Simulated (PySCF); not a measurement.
# Correlation energy of Re³⁺ (rhenium, charge +3)

[Xe] 4f14 5d4, high-spin 5D determinant. All numbers are calculated (PySCF 2.14, scalar relativity by spin-free X2C-1e, in x2c-TZVPPall with one added diffuse shell each of s, p, d, f type (12s8p8d4f1g, 113 functions)). Frozen: [Xe] 4f14; 4 electrons correlated.

| level | correlation energy (mhartree) |
| --- | --- |
| CCSD | -31.68 |
| (T) | -0.22 |
| CCSD(T) | -31.90 |

Diagnostics: T1 = 0.0012, D1 = 0.0017, largest double amplitude 0.015.

Spin-orbit coupling, absent here, splits the open shell strongly.

Cost of the coupled-cluster step: about 9 core-seconds, for 4 correlated electrons.

Iterations:

```
CC2 = 0
CCSD nocc = (np.int64(4), np.int64(0)), nmo = (79, 79)
frozen orbitals [[0, 1, 2, 3, 4, 5, 6, 7, 8, 9, 10, 11, 12, 13, 14, 15, 16, 17, 18, 19, 20, 21, 22, 23, 24, 25, 26, 27, 28, 29, 30, 31, 32, 33], [0, 1, 2, 3, 4, 5, 6, 7, 8, 9, 10, 11, 12, 13, 14, 15, 16, 17, 18, 19, 20, 21, 22, 23, 24, 25, 26, 27, 28, 29, 30, 31, 32, 33]]
max_cycle = 100
direct = 0
conv_tol = 1e-08
conv_tol_normt = 1e-06
diis_space = 8
diis_start_cycle = 0
Init t2, MP2 energy = -0.027483103446134
Init E_corr(UCCSD) = -0.027483103447446
cycle = 1  E_corr(UCCSD) = -0.0310472413861219  dE = -0.00356413794  norm(t1,t2) = 0.0124929
cycle = 2  E_corr(UCCSD) = -0.0315600126773763  dE = -0.000512771291  norm(t1,t2) = 0.00273197
cycle = 3  E_corr(UCCSD) = -0.0316829153297914  dE = -0.000122902652  norm(t1,t2) = 0.00086472
cycle = 4  E_corr(UCCSD) = -0.0316744687081948  dE = 8.4466216e-06  norm(t1,t2) = 0.00015924
cycle = 5  E_corr(UCCSD) = -0.0316751373758676  dE = -6.68667673e-07  norm(t1,t2) = 4.1234e-05
cycle = 6  E_corr(UCCSD) = -0.0316750738132108  dE = 6.35626569e-08  norm(t1,t2) = 1.5363e-05
cycle = 7  E_corr(UCCSD) = -0.0316750729593335  dE = 8.53877316e-10  norm(t1,t2) = 4.08521e-06
cycle = 8  E_corr(UCCSD) = -0.0316750715201084  dE = 1.4392251e-09  norm(t1,t2) = 5.33712e-07
UCCSD converged
E(UCCSD) = -16686.46025027069  E_corr = -0.03167507152010835
UCCSD(T) correction = -0.000219551509865948
```
